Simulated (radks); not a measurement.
Results of a calculation; reference values are marked as such.
S V, 12 electrons, occupied as [Ne] 3s2. Code: a radial shooting solver on a logarithmic mesh with Libxc functionals. Model: scalar-relativistic Kohn-Sham, PBE, spin-polarised, spherical densities, finite nucleus; Fermi nuclear charge, rms radius 3.2611 fm.

Radial electron density D(r) = 4 pi r^2 rho(r):

r (bohr)  D(r) (e/bohr)
0.004449         0.6020
0.00561          0.9195
0.007075          1.391
0.008923          2.079
0.01125           3.058
0.01419           4.414
0.0179            6.217
0.02257           8.491
0.02846           11.16
0.0359            13.98
0.04527           16.51
0.05709           18.12
0.07258           18.22
0.09153           16.67
0.1154            14.18
0.1456            12.19
0.1836            12.15
0.2315            14.26
0.292             16.86
0.3682            17.37
0.4643            14.44
0.5856            9.315
0.7385            4.763
0.9314            2.508
1.184             1.971
1.493             1.634
1.883            0.9254
2.375            0.3113
2.995           0.05612
3.777          0.004665
4.763         0.0001505

D(r) has 2 maxima, at r = 0.0654, 0.340 bohr, and minima at 0.164 bohr, inside which lie 2.18 electrons.
